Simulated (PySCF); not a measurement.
# Basis-set dependence of excited states

C₅H₇B.
Atom-mapped SMILES: `[BH2:1][C:2](=[CH2:3])[C:4]#[C:5][CH3:6]` (hydrogens: H7, H8 on B1; H9, H10 on C3; H11, H12, H13 on C6)

Cartesian coordinates in Å at the PBE0-D3(BJ)/def2-SVP level; atoms count from 1:
```xyz
13
C5H7B angstrom
B      2.0931   -0.9017    0.6669
C      1.2166    0.1444   -0.0750
C      1.8439    1.1436   -0.7464
C     -0.2104    0.0506   -0.0453
C     -1.4194   -0.0656    0.0056
C     -2.8642   -0.1988    0.0675
H      1.5999   -1.8186    1.2777
H      3.2960   -0.7818    0.6213
H      2.9357    1.1979   -0.7559
H      1.2944    1.9168   -1.2939
H     -3.3517    0.3118   -0.7778
H     -3.2607    0.2404    0.9970
H     -3.1680   -1.2573    0.0450
```

TDDFT with PBE0 (PySCF), vertical singlets, core orbitals frozen in the response, spherical d and f functions. Isolated species at its PBE0-D3(BJ)/def2-SVP geometry, gas phase.

Q: Compare 6-31G*, def2-SVP, 6-31+G*, def2-SVPD, aug-cc-pVDZ, def2-TZVP and def2-TZVPD for this molecule.

A: 

```csv
basis,functions,diffuse,S1 (eV),S2 (eV),S3 (eV),S4 (eV),S5 (eV),LUMO (eV),α (au)
6-31G*,98,no,3.86,4.15,5.47,5.76,6.02,-1.88,67.0
def2-SVP,119,no,3.85,4.13,5.33,5.70,5.96,-2.12,70.6
6-31+G*,122,yes,3.85,4.08,5.39,5.64,5.79,-2.16,75.9
def2-SVPD,176,yes,3.85,4.09,5.30,5.66,5.89,-2.21,80.4
aug-cc-pVDZ,201,yes,3.82,4.04,5.30,5.59,5.76,-2.21,82.3
def2-TZVP,228,no,3.83,4.06,5.32,5.63,5.83,-2.19,78.4
def2-TZVPD,285,yes,3.82,4.05,5.32,5.61,5.81,-2.21,82.1
```

States are compared by their number. Against the largest diffuse basis here (def2-TZVPD, itself not a converged limit), sets without diffuse functions differ by up to 0.03 eV in S1 and 0.21 eV in S5; the smaller diffuse sets differ by up to 0.02 and 0.08 eV. State by state, the largest deviation of a set without diffuse functions is S1 0.03, S2 0.10, S3 0.15, S4 0.15, S5 0.21 eV. The same number needn't mean the same state in each row. Against def2-TZVPD the polarisability deviates by -18% in 6-31G*, -14% in def2-SVP, -8% in 6-31+G*, -2% in def2-SVPD, 0% in aug-cc-pVDZ, -5% in def2-TZVP. A single + in a Pople set puts diffuse functions on heavy atoms only.
